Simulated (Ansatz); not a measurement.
Steps of a relaxation of C2H9BSi (`B[SiH](C)C`) with RKS PBE-D4/def2-SVP.

```sh
$ ansatz run in.yaml --threads 4 --pin off --events-out ev --progress --plain --max-ram 10444MiB
```

```yaml
crystal:
  periodic: [false, false, false]
  atoms:
    - {symbol: B, position_ang: [-1.078300, 1.279900, -0.873100]}
    - {symbol: Si, position_ang: [0.291800, 0.090600, -0.412700]}
    - {symbol: C, position_ang: [0.974900, 0.570000, 1.233300]}
    - {symbol: C, position_ang: [-0.312800, -1.631000, -0.325800]}
    - {symbol: H, position_ang: [-1.707100, 1.181900, -1.920800]}
    - {symbol: H, position_ang: [-1.414300, 2.220300, -0.152500]}
    - {symbol: H, position_ang: [1.378900, 0.153400, -1.428500]}
    - {symbol: H, position_ang: [0.249900, 0.541300, 2.011700]}
    - {symbol: H, position_ang: [1.825000, -0.119800, 1.557000]}
    - {symbol: H, position_ang: [1.416900, 1.600300, 1.217300]}
    - {symbol: H, position_ang: [-0.819200, -1.924300, -1.287200]}
    - {symbol: H, position_ang: [-1.164300, -1.679000, 0.465400]}
    - {symbol: H, position_ang: [0.378900, -2.318300, -0.069100]}
basis:
  gaussian: {orbitals: def2-SVP}
hamiltonian: {xc: pbe, dispersion: d4}
relax: {f_tol: 0.03, max_steps: 200}
```

Positions (Å) and forces (eV/Å) along the path, 11 of 14 steps:

```xyz
13
step=1 energy=-10760.2466 eV
B    -1.078    1.280   -0.873   -2.072    1.797   -0.934
Si    0.292    0.091   -0.413    1.675   -0.456    0.488
C     0.975    0.570    1.233    2.724   -0.024    0.072
C    -0.313   -1.631   -0.326   -5.110    1.385   -0.571
H    -1.707    1.182   -1.921    0.011    0.024    0.114
H    -1.414    2.220   -0.152    0.055   -0.191   -0.154
H     1.379    0.153   -1.429    0.343    0.110   -0.393
H     0.250    0.541    2.012   -1.208   -0.021    1.117
H     1.825   -0.120    1.557   -0.635    0.502   -0.240
H     1.417    1.600    1.217   -0.201   -0.285   -0.017
H    -0.819   -1.924   -1.287    0.354    0.010    0.373
H    -1.164   -1.679    0.465    1.062    0.014   -0.872
H     0.379   -2.318   -0.069    3.003   -2.864    1.017
13
step=2 energy=-10760.7780 eV
B    -1.131    1.327   -0.941   -0.876    0.648   -0.164
Si    0.284    0.106   -0.368    0.802   -0.098   -0.029
C     1.048    0.562    1.284    0.800    0.033    0.210
C    -0.357   -1.647   -0.328   -1.599   -0.033   -0.002
H    -1.763    1.195   -1.980    0.123   -0.054    0.022
H    -1.491    2.266   -0.245    0.049    0.012   -0.071
H     1.370    0.190   -1.415    0.096    0.017   -0.122
H     0.304    0.541    2.090   -0.321    0.003    0.306
H     1.880   -0.126    1.584   -0.262    0.137   -0.152
H     1.481    1.587    1.258   -0.092   -0.081   -0.025
H    -0.823   -1.935   -1.299    0.170    0.024    0.117
H    -1.178   -1.723    0.439    0.367   -0.001   -0.283
H     0.396   -2.377   -0.065    0.745   -0.608    0.194
13
step=3 energy=-10760.4704 eV rejected
B    -1.196    1.367   -0.893    1.418   -0.340   -0.668
Si    0.425    0.161   -0.449   -2.410   -0.068    0.997
C     1.044    0.570    1.335    0.519   -0.209   -0.835
C    -0.440   -1.640   -0.299    1.212    0.648   -0.455
H    -1.723    1.068   -1.945   -0.458    0.068    0.024
H    -1.476    2.385   -0.315   -0.380    0.106    0.277
H     1.409    0.205   -1.611    0.035   -0.136    0.391
H     0.261    0.501    2.117   -0.141   -0.140   -0.265
H     1.829   -0.182    1.537    0.207    0.068    0.430
H     1.483    1.586    1.390    0.117   -0.015    0.001
H    -0.849   -1.979   -1.268   -0.076    0.053   -0.053
H    -1.188   -1.805    0.500    0.031    0.366    0.051
H     0.443   -2.273   -0.083   -0.075   -0.402    0.104
13
step=4 energy=-10760.8623 eV
B    -1.172    1.375   -0.952   -0.114    0.037    0.015
Si    0.291    0.126   -0.364    0.081   -0.106    0.003
C     1.074    0.558    1.309    0.038    0.015    0.002
C    -0.381   -1.660   -0.320   -0.071    0.058   -0.039
H    -1.776    1.170   -1.993    0.039    0.010    0.017
H    -1.528    2.341   -0.297    0.011    0.016   -0.039
H     1.369    0.186   -1.433   -0.012    0.009    0.003
H     0.310    0.538    2.112   -0.015   -0.004    0.023
H     1.877   -0.157    1.584   -0.021    0.005   -0.018
H     1.516    1.575    1.292   -0.005   -0.001   -0.004
H    -0.814   -1.952   -1.298    0.007    0.012    0.005
H    -1.173   -1.760    0.449   -0.004   -0.013    0.006
H     0.428   -2.374   -0.073    0.067   -0.038    0.026
13
step=5 energy=-10760.8637 eV
B    -1.184    1.376   -0.945    0.041    0.074   -0.036
Si    0.284    0.122   -0.358   -0.006   -0.036    0.017
C     1.076    0.556    1.311   -0.020    0.005    0.013
C    -0.382   -1.664   -0.319    0.034   -0.007    0.000
H    -1.770    1.175   -1.996   -0.009   -0.023    0.021
H    -1.525    2.364   -0.315   -0.005   -0.025   -0.004
H     1.358    0.187   -1.429   -0.019    0.018   -0.009
H     0.317    0.531    2.120    0.014    0.000    0.000
H     1.883   -0.156    1.577    0.001   -0.004   -0.005
H     1.512    1.576    1.292   -0.004   -0.001   -0.003
H    -0.808   -1.955   -1.300    0.002    0.002    0.000
H    -1.175   -1.773    0.448   -0.010   -0.013    0.007
H     0.434   -2.374   -0.070   -0.019    0.011   -0.002
13
step=6 energy=-10760.8656 eV
B    -1.173    1.393   -0.952   -0.032   -0.086    0.046
Si    0.276    0.121   -0.352   -0.015    0.015    0.007
C     1.069    0.553    1.317    0.004   -0.007    0.012
C    -0.377   -1.670   -0.322   -0.001    0.005    0.004
H    -1.814    1.133   -1.957    0.008    0.034   -0.007
H    -1.470    2.414   -0.357    0.020    0.028   -0.034
H     1.344    0.206   -1.428    0.007    0.002   -0.007
H     0.316    0.520    2.132    0.000    0.001   -0.006
H     1.881   -0.157    1.575    0.003    0.005   -0.003
H     1.500    1.575    1.298    0.001   -0.001    0.001
H    -0.796   -1.958   -1.307    0.003   -0.002   -0.001
H    -1.174   -1.789    0.439    0.001    0.002   -0.004
H     0.441   -2.376   -0.071    0.002    0.005   -0.007
13
step=7 energy=-10760.8696 eV
B    -1.176    1.396   -0.951    0.000   -0.008    0.006
Si    0.257    0.116   -0.339   -0.016   -0.006    0.009
C     1.059    0.549    1.325    0.009   -0.002    0.004
C    -0.369   -1.681   -0.325    0.017   -0.016    0.004
H    -1.869    1.115   -1.914   -0.006   -0.001   -0.002
H    -1.383    2.478   -0.430    0.010    0.016   -0.008
H     1.320    0.229   -1.421   -0.001    0.007   -0.008
H     0.316    0.503    2.148   -0.004   -0.002    0.000
H     1.882   -0.153    1.571   -0.003    0.003   -0.001
H     1.478    1.576    1.306   -0.002    0.000    0.001
H    -0.784   -1.966   -1.312   -0.001    0.004   -0.002
H    -1.166   -1.818    0.435   -0.003    0.003   -0.001
H     0.456   -2.380   -0.080   -0.002    0.002   -0.003
13
step=8 energy=-10760.8656 eV rejected
B    -1.174    1.409   -0.952   -0.158    0.340   -0.011
Si    0.230    0.110   -0.322    0.015    0.011    0.006
C     1.043    0.543    1.338    0.025   -0.001    0.015
C    -0.356   -1.697   -0.329   -0.010   -0.018    0.011
H    -1.956    1.075   -1.844    0.137    0.116    0.191
H    -1.253    2.578   -0.536    0.020   -0.472   -0.192
H     1.284    0.264   -1.412   -0.011    0.000    0.002
H     0.314    0.479    2.171   -0.002   -0.003   -0.009
H     1.881   -0.148    1.565   -0.019    0.013   -0.004
H     1.445    1.577    1.319   -0.006   -0.007    0.004
H    -0.766   -1.977   -1.320   -0.003    0.004    0.000
H    -1.153   -1.859    0.427    0.009    0.007   -0.011
H     0.479   -2.387   -0.092    0.003    0.010   -0.002
13
step=10 energy=-10760.8727 eV
B    -1.174    1.405   -0.952   -0.067    0.159   -0.020
Si    0.233    0.112   -0.325    0.010   -0.040    0.007
C     1.043    0.544    1.337    0.027    0.008   -0.003
C    -0.357   -1.697   -0.327   -0.003    0.009   -0.007
H    -1.950    1.091   -1.845    0.049    0.034    0.081
H    -1.255    2.556   -0.532    0.008   -0.169   -0.073
H     1.287    0.262   -1.415   -0.010    0.002    0.006
H     0.310    0.480    2.167   -0.008   -0.006    0.004
H     1.880   -0.146    1.567   -0.016    0.006   -0.002
H     1.445    1.578    1.320   -0.006   -0.004    0.001
H    -0.772   -1.977   -1.316   -0.003    0.008   -0.001
H    -1.149   -1.856    0.433    0.002    0.002   -0.001
H     0.479   -2.387   -0.096    0.016   -0.007    0.007
13
step=12 energy=-10760.8750 eV
B    -1.170    1.411   -0.953   -0.003    0.003   -0.002
Si    0.228    0.107   -0.323   -0.002   -0.003    0.005
C     1.034    0.545    1.339   -0.001    0.000    0.002
C    -0.350   -1.703   -0.330    0.003    0.000    0.000
H    -1.991    1.091   -1.796   -0.003    0.000    0.003
H    -1.195    2.572   -0.581    0.005    0.001   -0.003
H     1.281    0.267   -1.413    0.002    0.001   -0.003
H     0.300    0.469    2.168    0.001   -0.001   -0.001
H     1.876   -0.140    1.568   -0.001    0.000    0.000
H     1.425    1.582    1.327   -0.001    0.000    0.000
H    -0.769   -1.979   -1.319    0.000   -0.002    0.001
H    -1.139   -1.868    0.432    0.001   -0.001   -0.001
H     0.490   -2.390   -0.104   -0.001    0.001   -0.001
13
step=14 energy=-10760.8754 eV
B    -1.168    1.416   -0.953    0.000   -0.015   -0.019
Si    0.221    0.105   -0.321   -0.002    0.011    0.002
C     1.025    0.544    1.343   -0.008   -0.001    0.003
C    -0.344   -1.708   -0.332   -0.002   -0.002    0.003
H    -2.033    1.093   -1.750    0.005    0.005    0.011
H    -1.134    2.592   -0.633    0.000    0.002    0.006
H     1.273    0.275   -1.411    0.002    0.001   -0.001
H     0.292    0.457    2.171    0.004    0.001   -0.004
H     1.873   -0.134    1.568    0.004   -0.001    0.000
H     1.406    1.585    1.334    0.001    0.000    0.001
H    -0.765   -1.983   -1.320    0.001   -0.003    0.001
H    -1.129   -1.882    0.432    0.001   -0.001   -0.001
H     0.502   -2.392   -0.112   -0.004    0.003   -0.002
```

Hardware: 4 threads of an Intel Xeon Platinum 8375C on a shared host. Wall time 11 s, peak host memory 0.17 GiB.
